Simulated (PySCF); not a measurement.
Sn(F)4 cation (F4Sn), SMILES [F][Sn]([F])([F])[F] (connectivity only; charge and spin as stated), charge +1, multiplicity 2. Geometry optimised at PBE0-D3(BJ)/def2-SVP. The multiplicity is an assumed one; other spin states were not compared. The isomer is the one that the SMILES or the coordinates give; other isomers of the formula were not compared. The def2 effective core potentials stand for the cores of Sn; spin–orbit coupling is left out.

The numbers are results of PySCF with PBE0-D3(BJ)/def2-SVP, not measurements.

Harmonic wavenumbers (cm⁻¹): 92, 120, 127, 134, 326, 359, 593, 701, 755. Rotational constants (GHz): 3.484, 2.899, 2.095; symmetry number 2.

### Question
Work out the zero-point energy and the ideal-gas rigid-rotor harmonic-oscillator thermochemistry at 298.15 K and 1 atm.

### Answer
ZPE = ½ Σ hcν = ½ × 3207 cm⁻¹ = 4.58 kcal/mol. H − E(el) = 9.41 kcal/mol. Entropy in cal/(mol K): translation 41.70, rotation 25.74, vibration 16.01, spin 1.38, total 84.84. G − E(el) = -15.89 kcal/mol. Cp = 21.46 cal/(mol K). Modes under 150 cm⁻¹ make the vibrational entropy uncertain.
